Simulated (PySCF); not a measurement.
This script is equivalent to a calculation on P(3+) (phosphorus, charge +3).

```python
from pyscf import gto, scf, dft, mp, cc
import basis_set_exchange as bse
mol = gto.M(atom="P 0 0 0", charge=3, spin=0, symmetry="D2h",
            basis=gto.basis.parse(bse.get_basis("cc-pVDZ-DK", elements=["P"], fmt="nwchem", header=False)),
            nucmod="G")
mf = scf.UHF(mol).sfx2c1e()
mf.irrep_nelec = {'Ag': (3, 3), 'B1u': (1, 1), 'B2u': (1, 1), 'B3u': (1, 1)}
mf.kernel()
```

**Question.** What total energy does it give?

**Answer.** -339.36868 hartree (calculated).

**Question.** Which occupied shell lies highest, and where?

**Answer.** 3s, at -49.997 eV.
